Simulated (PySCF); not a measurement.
# RbLi: everyday levels beside a composite calculation

PySCF; the state is a singlet (closed shell). The composite is CCSD(T) extrapolated to the basis-set limit from two correlation-consistent sets, with core-valence (CV) and scalar-relativistic (SR) terms as its label shows; it has no spin–orbit coupling and nothing beyond (T). Here it is CCSD(T)/CBS(DT)+CV. It gives Re = 3.466 Å, ωe = 195 cm⁻¹ and De = 0.74 eV to Rb + Li.

| level | basis | relativity | Re (Å) | ωe (cm⁻¹) | De (eV) |
| --- | --- | --- | --- | --- | --- |
| RHF-MP2 | def2-SVPD | scalar-relativistic core potentials | 3.566 | 185 | 0.36 |
| RHF-SCS-MP2 | def2-SVP | scalar-relativistic core potentials | 3.587 | 184 | 0.43 |
| RHF-CCSD | def2-SVP | scalar-relativistic core potentials | 3.569 | 182 | 0.57 |
| RHF-CCSD(T) | def2-SVP | scalar-relativistic core potentials | 3.573 | 179 | 0.59 |
| PBE | def2-SVP | scalar-relativistic core potentials | 3.560 | 180 | 0.67 |
| PBEsol | def2-SVPD | scalar-relativistic core potentials | 3.544 | 182 | 0.69 |
| BP86 | def2-SVP | scalar-relativistic core potentials | 3.558 | 179 | 0.63 |
| PBE0 | def2-SVP | scalar-relativistic core potentials | 3.569 | 185 | 0.61 |
| PBE0 | def2-SVPD | scalar-relativistic core potentials | 3.569 | 185 | 0.61 |
| PBE0 | def2-TZVP | scalar-relativistic core potentials | 3.550 | 188 | 0.61 |

**Question.** Give the difference of each row from the composite.

**Answer.** 

```json
{"level": "RHF-MP2", "basis": "def2-SVPD", "ΔRe (pm)": "+10.0", "Δωe (%)": "-5.1", "ΔDe (eV)": "-0.38"}
{"level": "RHF-SCS-MP2", "basis": "def2-SVP", "ΔRe (pm)": "+12.1", "Δωe (%)": "-5.6", "ΔDe (eV)": "-0.31"}
{"level": "RHF-CCSD", "basis": "def2-SVP", "ΔRe (pm)": "+10.3", "Δωe (%)": "-6.7", "ΔDe (eV)": "-0.17"}
{"level": "RHF-CCSD(T)", "basis": "def2-SVP", "ΔRe (pm)": "+10.7", "Δωe (%)": "-8.2", "ΔDe (eV)": "-0.15"}
{"level": "PBE", "basis": "def2-SVP", "ΔRe (pm)": "+9.4", "Δωe (%)": "-7.7", "ΔDe (eV)": "-0.07"}
{"level": "PBEsol", "basis": "def2-SVPD", "ΔRe (pm)": "+7.8", "Δωe (%)": "-6.7", "ΔDe (eV)": "-0.05"}
{"level": "BP86", "basis": "def2-SVP", "ΔRe (pm)": "+9.2", "Δωe (%)": "-8.2", "ΔDe (eV)": "-0.11"}
{"level": "PBE0", "basis": "def2-SVP", "ΔRe (pm)": "+10.3", "Δωe (%)": "-5.1", "ΔDe (eV)": "-0.13"}
{"level": "PBE0", "basis": "def2-SVPD", "ΔRe (pm)": "+10.3", "Δωe (%)": "-5.1", "ΔDe (eV)": "-0.13"}
{"level": "PBE0", "basis": "def2-TZVP", "ΔRe (pm)": "+8.4", "Δωe (%)": "-3.6", "ΔDe (eV)": "-0.13"}
```

**Question.** Which rows come closest in De?

**Answer.** PBEsol in def2-SVPD (-0.05 eV), counted from the composite.

Correlated steps freeze the inner cores (0 to 15 orbitals); shallow outer-core shells are correlated. Closed-shell solutions of metal pairs were not tested for spin polarisation, which can lower them a little. Correlated levels converge slowly with the basis: in double zeta they bind strong bonds too weakly, by up to about 1 eV, and carry superposition errors of some tenths. Where the molecule has an RHF reference, its open-shell atoms are computed with UHF.
